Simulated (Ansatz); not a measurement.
One change: `C[NH][AlH][OH]` becomes `C[NH][Al]([OH])[F]`.

Ansatz, PBE0-D4/def2-TZVP geometries, multiplicity 1. Each molecule was computed in one conformer, which needn't be the lowest.

| property | `C[NH][AlH][OH]` |
| --- | --- |
| HOMO–LUMO gap (PBE0/def2-TZVPP) / eV | 6.99 |
| LUMO energy (PBE0/def2-TZVPP) / eV | 0.19 |
| HOMO energy (PBE0/def2-TZVPP) / eV | -6.81 |
| LUMO energy (PBE/def2-TZVPP) / eV | -0.63 |
| LUMO energy (B3LYP/def2-TZVPP) / eV | -0.11 |
| size of the dipole moment (B3LYP/def2-TZVPP) / D | 2.23 |

Q: Give the same properties after the change, and the shifts. (An estimate is asked.)

A: Computed: 
```
                                        property  `C[NH][Al]([OH])[F]`  shift
            HOMO–LUMO gap (PBE0/def2-TZVPP) / eV                  6.57  -0.42
              LUMO energy (PBE0/def2-TZVPP) / eV                 -0.32  -0.51
              HOMO energy (PBE0/def2-TZVPP) / eV                 -6.90  -0.09
               LUMO energy (PBE/def2-TZVPP) / eV                 -1.18  -0.55
             LUMO energy (B3LYP/def2-TZVPP) / eV                 -0.66  -0.55
size of the dipole moment (B3LYP/def2-TZVPP) / D                  0.81  -1.42
```

With PBE0 the HOMO falls by 0.09 eV and the LUMO falls by 0.51 eV, so the gap narrows by about 0.42 eV. PBE moves the HOMO by -0.06 eV and ωB97M-V by -0.09 eV. Dipoles are sizes alone; their direction can turn.

B3LYP here is the variant with VWN-RPA as its local correlation; programs differ in this.
